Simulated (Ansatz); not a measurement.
Consider the ligand exchange at a Ge–F bond: `[F][GeH2][Cl]` + `S[SiH2]Cl` → `Cl[SiH2][S][GeH2][Cl]` + H–F.

Gas-phase electronic energies from Ansatz, PBE0-D4/def2-TZVP geometries. CBS: MP2 limit from def2 TZ/QZ plus the TZ coupled-cluster correction, frozen cores. This one scheme is used for every species. Functionals use def2-TZVPP. For Ge outer-core shells are correlated without core-valence functions, which leaves a few kJ/mol of doubt a bond. Scalar relativity is left out up to krypton. Each species was taken in one conformer, which may not be the lowest.

| species | r2SCAN-D4 energy (Eh) |
| --- | --- |
| `[F][GeH2][Cl]` | -2638.30397 |
| `S[SiH2]Cl` | -1149.71894 |
| `Cl[SiH2][S][GeH2][Cl]` | -3687.57257 |
| H–F | -100.44667 |

Task: Work out ΔE.

Result: ΔE = (-3687.57257) + (-100.44667) − (-2638.30397) − (-1149.71894) = 0.00367 Eh = +9.6 kJ/mol. CCSD(T)/CBS gives -2.1 kJ/mol.

Largest T1 diagnostic among the species: 0.011.

The D4 term adds −19.0 kJ/mol with B3LYP and −10.6 kJ/mol with PBE0; it sums over pairs of atoms, weighted by their polarisabilities, and B3LYP, whose exchange is more repulsive, gets the larger term. In def2-TZVPP, CCSD(T) changes the Hartree–Fock value by −28.5 kJ/mol (the triples alone add −4.6 kJ/mol) and MP2 by −37.0 kJ/mol.

B3LYP here is the variant with VWN-RPA as its local correlation; programs differ in this.
